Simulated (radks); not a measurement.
Values are calculated unless marked as measured or tabulated.
All-electron atom: Pb65+ in [Ne] 3s2 3p5 (the NIST ground configuration).

Level of theory: scalar-relativistic Kohn-Sham, PBE, spin-unpolarised, spherical densities, point nucleus (a radial shooting solver on a logarithmic mesh with Libxc functionals).

Energy parts (hartree):
part                       energy
total                 -16044.3750
kinetic                18685.0217
electron-nucleus      -36102.6435
Hartree                 1568.4486
exchange-correlation    -195.2018

Orbitals (lengths in bohr, moments of r in powers of bohr):
| orbital | occ. | eigenvalue (hartree) | <r> | <1/r> |
|---|---|---|---|---|
| 1s | 2 | -3434.261 | 0.01604 | 101.5 |
| 2s | 2 | -768.6170 | 0.06699 | 24.04 |
| 2p | 6 | -687.0856 | 0.06075 | 21.09 |
| 3s | 2 | -303.4536 | 0.1633 | 9.570 |
| 3p | 5 | -279.6695 | 0.1623 | 8.722 |

The highest occupied level is 3p at -7610.2 eV. For comparison, the ionisation energy in NIST's Atomic Spectra Database is 7500 eV (theoretical). In exact Kohn-Sham theory the highest level is minus the ionisation energy, but local and semilocal functionals leave it too shallow, through self-interaction and a potential that decays too fast; potentials with the right tail come closer.

Beside tabulated values, note that spin-unpolarised runs miss the spin-polarisation part of the exchange energy of open shells, and scalar-relativistic runs lack spin-orbit coupling.
